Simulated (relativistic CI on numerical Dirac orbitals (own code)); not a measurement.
Zr2+: 3d photoemission

Computed with this model: Dirac-Coulomb-Breit CI, orbitals from a KLI potential per configuration, model QED, valence Slater integrals scaled by 0.8, multiplet model of photoemission in the sudden approximation; configurations [Kr] 4d2 → [Ar] 3d9 4s2 4p6 4d2; 80 K; Lorentzian 0.21 eV and Gaussian 0.5 eV FWHM. Energies are those of the free ion, without screening or charge transfer. The energies are binding energies and can lie tens of eV above those of solids. S is read from ⟨S²⟩ = S(S + 1).

Field parameters in Wybourne normalisation: D4h B²₀ = −7Ds, B⁴₀ = 21(Dq − Dt), B⁴₄ = 21√(5/14) Dq; Td as Oh with Dq negative (B⁴₀ = 21Dq, B⁴₄ = √(5/14) B⁴₀). The field is a parameter set, without covalency.

Peaks in eV (height, largest 100): 204.2 (100), 206.6 (60).

Q: Which surroundings give this spectrum?
A. Td, 10Dq = -10900 cm⁻¹
B. free ion
C. D4h, 10Dq = 28550, Ds = 340, Dt = 930 cm⁻¹

A: B. free ion, where the ground state has S = 1.00.
